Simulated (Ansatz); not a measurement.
Torsion H4–O1–B2–F3 in BFH2O (SMILES OBF); at each angle all else is relaxed with GFN2-xTB, and the levels are single points there.
Geometry at 0° (charge 0, multiplicity 1):
```xyz
5

O      0.940    -0.005    -0.376
B     -0.325     0.348    -0.237
F     -0.912     0.247     0.957
H      1.385    -0.326     0.412
H     -0.945     0.748    -1.141
```

On the grid 0° to 330°, 90° is the highest and 0° the lowest point at CCSD(T)/CBS(cc-pVTZ, cc-pVQZ).

Cores are frozen in the correlated methods.

Codes used: Ansatz (a quantum-chemistry and plane-wave program) with Gaussian orbitals. Each number belongs to the level named beside it.

**Question.** Estimate the energy at 90° less that at 0° that SCS-MP2/cc-pVDZ returns for this input.

**Answer.** 14.4 kcal/mol

**Question.** Give the energy at 90° less that at 0° at the level r2SCAN/def2-TZVPP.

**Answer.** 11.8 kcal/mol

**Question.** What is the computed energy at 90° less that at 0° (SVWN5/def2-TZVPP)?

**Answer.** 11.3 kcal/mol
